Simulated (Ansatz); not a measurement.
Input file for Ansatz (a program for electronic structure): U-PBE0/def2-TZVPP on HNbO (SMILES [OH][Nb]), 2S+1 = 5, a spin state set in the input, which need not be the lowest. Elements past Kr take the def2 small-core potentials; no spin–orbit coupling.

Ansatz 0.2 input:
```yaml
crystal:
  periodic: [false, false, false]
  atoms:
    - {symbol: Nb, position_ang: [-0.96912306, -0.70592875, -0.89038116]}
    - {symbol: O, position_ang: [0.33778041, -0.08634130, 0.35938733]}
    - {symbol: H, position_ang: [0.59817394, 0.83964165, 0.46067420]}
basis:
  gaussian:
    orbitals: def2-TZVPP
hamiltonian:
  xc: {name: PBE0}
magnetization: {spin_polarized: true, initial_magnetization: 4}
output: {forces: true}
```

**Question.** Predict the final total energy.

**Answer.** -132.6801 hartree.

**Question.** How many basis functions does it have, and what does it roughly cost on one machine?

**Answer.** 101 functions; about 6 core-seconds (a rough figure).
